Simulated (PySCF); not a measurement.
Computed properties of Sn(H)2(Br)(OH) (BrH₃OSn), SMILES [OH][SnH2][Br]

Sn(H)2(Br)(OH) (BrH3OSn), SMILES [OH][SnH2][Br]. Coordinates come from a r2SCAN-D4/def2-SVP optimisation. The def2 effective core potentials stand for the cores of Sn; spin–orbit coupling is left out. One conformer was computed; it need not be the lowest. All values are computed for the isolated molecule unless a solvent is named; none is compared with measurement here.

**Structure.** All 12 harmonic modes at r2SCAN-D4/def2-SVP (PySCF) are real, so it is a minimum. With heavy atoms numbered as in [SnH2:1]([OH:2])[Br:3], the shortest bond between them is Sn1–O2 at 1.982 Å and the longest Sn1–Br3 at 2.507 Å.

**Vibrations.** The strongest infrared lines (harmonic, unscaled, degenerate partners summed) lie at 621 cm⁻¹ (127 km/mol, O 73 %, Sn 14 %, H 13 %), 1971 cm⁻¹ (116 km/mol, H 99 %), 1921 cm⁻¹ (115 km/mol, H 99 %). The softest mode is at 120 cm⁻¹ and the zero-point energy is 17.2 kcal/mol.

**Electronic structure.** ωB97X/def2-TZVPD (PySCF) places the frontier levels at -10.70 and 0.59 eV, a gap of 11.29 eV, and gives a dipole moment of 1.95 D and a mean polarisability of 67.3 bohr³.

**Excitations.** TDDFT-PBE0/def2-SVPD (PySCF) has S1 at 5.58 eV (222 nm, f = 0.022, weak); the most intense of the 10 singlets computed lies at 7.68 eV (f = 0.20). T1 (TDA) is at 5.07 eV. No vertical singlet excitation falls in the visible range (under 3.1 eV).
